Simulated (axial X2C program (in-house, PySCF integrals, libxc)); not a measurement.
What spin–orbit coupling does to CaAs

Calculated with an in-house relativistic program for diatomic molecules. Spin-free means the one-electron spin-free X2C Hamiltonian; two-component (2c) means X2C with spin–orbit coupling and atomic mean-field two-electron Coulomb and Gaunt terms, so the difference of the two also holds small scalar two-electron terms. Basis: As dyall-cv3z [9s9p6d4f1g], Ca dyall-cv3z [11s12p6d4f] (cores contracted in-house); Gaussian nuclei, density fitting, unrestricted open shells. Masses: As 74.922 u, Ca 39.963 u.

Spin-free state: M_S = 3/2, Λ = 0 (beyond evenly filled blocks: σα, π+α, π-α); fragments As + Ca.

```csv
level,Re (Å),ωe (cm⁻¹),De (eV),μ (D)
HF,2.948,207.8,0.577,4.09
```

Dipoles are positive if Ca is the positive end.

Two-component determinant lowest at the distance of the search:

Ω = 3/2 (⟨Sz⟩ = 1.49, ⟨Lz⟩ = 0.01 at HF); fragments As + Ca.

| level | Re (Å) | ωe (cm⁻¹) | De (eV) | μ (D) |
| --- | --- | --- | --- | --- |
| HF | 2.946 | 207.6 | 0.579 | 4.11 |

Q: From the two tables, how do the constants change at the HF level (2c against spin-free)?

A: At the HF level Re goes down by 0.002 Å and ωe doesn't move by more than 0.2 cm⁻¹; De changes by 0.002 eV.

The state is a single determinant with fixed occupations, the lowest that a limited PBE0 search found. Dissociation energies refer to the lowest single-determinant-based atoms at the same level and basis. Other states lie close and PBE0, whose exact exchange favours high spin, may order them wrongly; the determinant shown need not be the ground state. The nearest other spin-free determinant of the search, M_S = 1/2, Λ = 0, lies 0.07 eV up at the distance of the search. With several unpaired electrons one determinant need not be a pure state. A state of lower Ω lies just above, and one determinant can place such states too high, so the state shown need not be the lowest. The search has Ω = 1/2 only 0.07 eV up. This is the top spin component of a Σ state; components of lower Ω are not single determinants and can lie lower. The stretched end of a curve changes character and is left out.
